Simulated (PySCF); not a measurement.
Which determinant of BeTl lies lowest?

Unrestricted PBE0; basis Be cc-pVDZ, Tl cc-pVDZ-PP with ECP60; scalar-relativistic core potentials; PySCF 2.14. Outer shells of the fragments: Be 2s2; Tl 5d10 6s2 6p1.

Followed along the bond (rough minima from three points):

```
2Ms+1   unpaired  ⟨S²⟩ at the start  R at minimum (Å)  Te (eV)
    2        π ↑               0.76              2.60     0.00
    2        σ ↑               0.76              2.87     0.04
    4  σ ↑↑, π ↑               3.75              2.48     1.34
    4  σ ↑, π ↑↑               3.75  none in the scan   ≤ 1.29
```

Solutions found at the starting distance of 2.390 Å, counted from the lowest of them; the search is not exhaustive and high or unbound solutions are not listed, so other states can lie among these:

```csv
2Ms+1,unpaired,term,E (eV),⟨S²⟩,⟨Lz²⟩,μ (D)
2,π ↑,²Π,0.00,0.76,1.00,0.56
2,σ ↑,²Σ⁺,0.34,0.76,0.00,1.35
4,"σ ↑, π ↑↑",⁴Σ⁻,1.25,3.75,0.00,0.73
4,"σ ↑↑, π ↑",⁴Π,1.29,3.75,1.00,1.45
2,"σ ↑, π ↑↓",mixed,1.88,1.76,2.01,0.40
2,"σ ↓, π ↑↑",mixed,2.22,1.76,0.00,0.21
2,σ ↑,mixed,2.34,1.00,2.00,0.21
4,"σ ↑, π ↑↑",mixed,3.32,3.76,2.00,-0.38
2,π ↑,²Π,5.02,0.85,1.01,-0.01
```

A term symbol is given only where ⟨S²⟩ and ⟨Lz²⟩ are close to those of a pure state; real π, δ and φ orbitals otherwise mix terms. A positive dipole means Be(−)Tl(+).

Task: Compare the gap between the two lowest followed solutions at the starting distance with the gap between their minima.

Result: At PBE0 the second solution (doublet, unpaired electrons σ ↑) lies +0.34 eV from the first (doublet, unpaired electrons π ↑) at 2.390 Å and +0.04 eV at the minima; the two curves relax by different amounts, since their minima lie near 2.87 and 2.60 Å. A gap this small is a tie at this level.

Spin–orbit coupling is left out, which matters for elements this heavy, above all for dissociation energies. Counting both spins, an empty level lies below a filled one in some of these solutions, because spin and occupation are held.
